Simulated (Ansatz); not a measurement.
Input for Ansatz (a first-principles code): U-wB97X-V/def2-TZVPP on H2OPb (SMILES [OH][PbH]), a point of a bond scan (R = 3.084 Å). Elements past Kr take the def2 small-core potentials; no spin–orbit coupling.

Ansatz 0.2 input:
```yaml
crystal:
  periodic: [false, false, false]
  atoms:
    - {symbol: Pb, position_ang: [-0.12011852, -0.10155163, 0.14050756]}
    - {symbol: H, position_ang: [-1.48640490, 0.02135024, -1.14319190]}
    - {symbol: O, position_ang: [1.29889476, 0.89352213, -1.05799410]}
    - {symbol: H, position_ang: [0.16632209, 1.73891243, -3.79873279]}
basis:
  gaussian:
    orbitals: def2-TZVPP
hamiltonian:
  xc: {name: wB97X-V}
magnetization: {spin_polarized: true, initial_magnetization: 0}
```

Output:

```
WARN ansatz: RAYON_NUM_THREADS=1 ignored (pool sized by the plan → 1); use --threads N
Functional definition: wB97X-V
integrals: 0.04 GiB planned
686 factors; their error is unknown
integrals: 0.07 GiB planned
204 factors; integrals over basis functions are off by at most 3.3e-5 eV
mean field: 0.54 GiB planned
mean field evaluation 1: about -7303.2457 eV, gradient 5.4e1 eV
mean field evaluation 2: about -7179.1003 eV, gradient 1.3e2 eV
mean field evaluation 4: about -7315.6013 eV, gradient 2.6e1 eV
mean field evaluation 8: about -7319.0868 eV, gradient 6.3e0 eV
mean field evaluation 16: about -7319.3441 eV, gradient 2.4e-2 eV
mean field evaluation 32: about -7319.3765 eV, gradient 1.4e0 eV
mean field evaluation 64: about -7322.2581 eV, gradient 3.7e-2 eV
mean field evaluation 96: about -7322.1022 eV, gradient 2.3e0 eV
mean field -7322.25811832 eV, -269.0880226433 hartree, gradient 8.3e-6 eV, S^2 1.004765; 7 other end points of the search recorded, 0 dependent functions left out
reference -7322.25812072 eV, -269.0880227318 hartree; 16, 16 occupied and 93, 93 virtual orbitals, 686 factors
Total energy: -7322.25812072 eV, -269.0880227318 hartree
```

The calculation finished and met its thresholds. Its determinant has ⟨S²⟩ = 1.00, a mixture of spin states.

Cost: very roughly 40 core-seconds.
